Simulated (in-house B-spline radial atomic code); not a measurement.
Configurations of the bismuth ion Bi⁵⁺, with energies counted from [Xe] 4f14 5d10. Computed with a B-spline radial code for spherical atoms: Dirac-Hartree-Fock, average of configuration, Fermi nucleus of rms radius 5.5211 fm. Energies include first-order Breit, QED and recoil terms.

Occupations are held fixed; configurations that lie above the ionisation limit could autoionise.

```csv
configuration,E - E(ref) (eV),highest orbital,its <r> (bohr)
[Xe] 4f14 5d9 5f1,52.945,5f5/2,2.298
[Xe] 4f14 5d9 7g1,77.965,7g7/2,10.44
[Kr] 4d10 4f14 5s2 5p5 5d10 6d1,131.36,6d5/2,2.973
[Kr] 4d10 4f14 5s2 5p5 5d10 5g1,148.71,5g7/2,4.512
[Kr] 4d10 4f14 5s2 5p5 5d10 8d1,153.37,8d5/2,7.758
[Kr] 4d10 4f14 5s2 5p5 5d10 9f1,160.16,9f7/2,13.84
[Kr] 4d10 4f14 5s2 5p5 5d10 8g1,160.7,8g7/2,14.15
[Xe] 4f13 5d10 7p1,194.3,7p3/2,4.157
[Kr] 4d9 4f14 5s2 5p6 5d10 6p1,465.45,6p3/2,2.284
[Kr] 4d9 4f14 5s2 5p6 5d10 7p1,489.83,7p3/2,4.156
[Kr] 4d9 4f14 5s2 5p6 5d10 5g1,499.6,5g7/2,4.516
[Kr] 4d9 4f14 5s2 5p6 5d10 9p1,506.18,9p3/2,9.332
```

(1) Order these further configurations by energy, lowest first.
A. [Kr] 4d9 4f14 5s2 5p6 5d10 9g1
B. [Kr] 4d9 4f14 5s2 5p6 5d10 6f1
C. [Xe] 4f13 5d10 6g1
D. [Kr] 4d9 4f14 5s2 5p6 5d10 7s1
E. [Kr] 4d10 4f14 5s2 5p5 5d10 9g1

(2) How far above the reference does [Kr] 4d9 4f14 5s2 5p6 5d10 6g1 lie?

(3) How far above the reference does [Kr] 4d10 4f14 5s2 5p5 5d10 8s1 lie?

(4) How far above the reference does [Kr] 4d10 4f14 5s2 5p5 5d10 7s1 lie?

Results:

(1) E (162.32 eV), C (210.06 eV), D (484.42 eV), B (497.04 eV), A (513.21 eV).

(2) 505.59 eV; its least bound orbital is 6g7/2 with <r> = 7.22 bohr.

(3) 146.95 eV; its least bound orbital is 8s1/2 with <r> = 5.76 bohr.

(4) 133.69 eV; its least bound orbital is 7s1/2 with <r> = 3.602 bohr.
